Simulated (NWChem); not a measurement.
System: C₃H₉O₂Si, doublet; SMILES CO[Si](C)(C)[O]

```xyz
15

C     -0.0133     2.3009     0.2880
O     -0.3651     1.1735    -0.5021
Si     0.1294    -0.3798    -0.1935
C     -0.4177    -0.9773     1.5192
C     -0.5637    -1.4125    -1.5972
O      1.7915    -0.5443    -0.0861
H      1.0747     2.3933     0.3951
H     -0.3935     3.1965    -0.2124
H     -0.4632     2.2453     1.2889
H     -0.1650    -2.0321     1.6634
H     -1.5061    -0.8629     1.5984
H      0.0475    -0.4007     2.3246
H     -0.1426    -1.1020    -2.5588
H     -0.3354    -2.4726    -1.4466
H     -1.6514    -1.2910    -1.6517
```
Atoms are numbered in this order, from 1.

Results from NWChem. Spin-unrestricted. Structure relaxed at the B3LYP/6-31G* (spherical d), spin-unrestricted level. No stability test was run on the SCF state. Fermi-contact couplings, non-relativistic, static geometry.

| level | A(iso) 29Si atom 3 (MHz) | A(iso) 13C atom 4 (MHz) | A(iso) 13C atom 5 (MHz) | A(iso) 17O atom 6 (MHz) | A(iso) 1H atom 11 (MHz) | A(iso) 1H atom 12 (MHz) | <S²> |
|---|---|---|---|---|---|---|---|
| UHF/IGLO-II | (withheld) | (withheld) | (withheld) | (withheld) | (withheld) | (withheld) | 0.756 |
| PBE0/IGLO-II | 54.3 | 41.8 | 18.9 | -25.5 | 24.4 | -5.8 | 0.754 |
| BHandHLYP/pcJ-1 | 53.3 | 37.3 | 15.6 | -60.6 | 22.0 | -4.6 | 0.754 |
| PBE/pcJ-1 | 48.4 | 53.6 | 25.4 | -20.1 | 35.2 | -7.5 | 0.753 |

Question: Fill in the missing entries.

Answer: 
- UHF/IGLO-II, A(iso) 29Si atom 3 (MHz): 64.9
- UHF/IGLO-II, A(iso) 13C atom 4 (MHz): 28.9
- UHF/IGLO-II, A(iso) 13C atom 5 (MHz): 9.8
- UHF/IGLO-II, A(iso) 17O atom 6 (MHz): -79.1
- UHF/IGLO-II, A(iso) 1H atom 11 (MHz): 12.7
- UHF/IGLO-II, A(iso) 1H atom 12 (MHz): -3.6
